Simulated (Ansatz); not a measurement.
`C/C([SiH3])=N\[SiH3]` and `CC(=N)[SiH3]` differ in one atom or group.

Ansatz, PBE0-D4/def2-TZVP geometries, multiplicity 1. Each molecule was computed in one conformer, which needn't be the lowest.

| property | `C/C([SiH3])=N\[SiH3]` |
| --- | --- |
| size of the dipole moment (PBE/def2-TZVPP) / D | 1.80 |
| HOMO energy (B3LYP/def2-TZVPP) / eV | -6.43 |
| LUMO energy (PBE0/def2-TZVPP) / eV | -1.20 |
| HOMO energy (PBE0/def2-TZVPP) / eV | -6.64 |
| HOMO–LUMO gap (ωB97M-V/def2-TZVPP) / eV | 9.82 |
| LUMO energy (PBE/def2-TZVPP) / eV | -2.23 |

Q: What does the change do to each property? (An estimate is asked.)

A: Ansatz gave: 
| property | `CC(=N)[SiH3]` | shift |
| --- | --- | --- |
| size of the dipole moment (PBE/def2-TZVPP) / D | 1.45 | -0.35 |
| HOMO energy (B3LYP/def2-TZVPP) / eV | -6.97 | -0.54 |
| LUMO energy (PBE0/def2-TZVPP) / eV | -0.70 | 0.50 |
| HOMO energy (PBE0/def2-TZVPP) / eV | -7.19 | -0.55 |
| HOMO–LUMO gap (ωB97M-V/def2-TZVPP) / eV | 11.01 | 1.19 |
| LUMO energy (PBE/def2-TZVPP) / eV | -1.78 | 0.45 |

With PBE0 the HOMO falls by 0.55 eV and the LUMO rises by 0.50 eV, so the gap widens by about 1.05 eV. PBE moves the HOMO by -0.43 eV and ωB97M-V by -0.62 eV. Dipoles are sizes alone; their direction can turn.

B3LYP here is the variant with VWN-RPA as its local correlation; programs differ in this.
